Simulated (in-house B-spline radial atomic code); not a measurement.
A fraction x of an electron is removed from 2p in P II (P+), starting from [Ne] 3s2 3p2 and keeping the highest spin. Computed with a radial B-spline atomic code at the basis-set limit: non-relativistic PBE, spin-polarised, spherical fractional occupations, point nucleus.

```csv
x,E(x) - E(0) (eV),2p down level (eV)
0,0.0000,-134.769
0.03,4.0574,-135.722
0.19,26.1824,-140.855
0.32,44.7682,-145.089
0.4,56.4805,-147.722
0.5,71.4184,-151.041
0.56,80.5410,-153.047
0.73,?,?
0.81,?,?
0.88,131.2488,-163.926
1,151.1687,-168.080
```

(1) What belongs in the row x = 0.73?

(2) What belongs in the row x = 0.81?

(3) Check Janak's theorem between x = 0.03 and 0.19.

Answers

(1) An energy change of 107.0459 eV; 2p down at -158.790 eV.

(2) An energy change of 119.8582 eV; 2p down at -161.521 eV.

(3) The slope of the energy is 138.28 eV; the orbital levels give 138.29 eV (-ε of the emptying orbital, averaged over the two points).
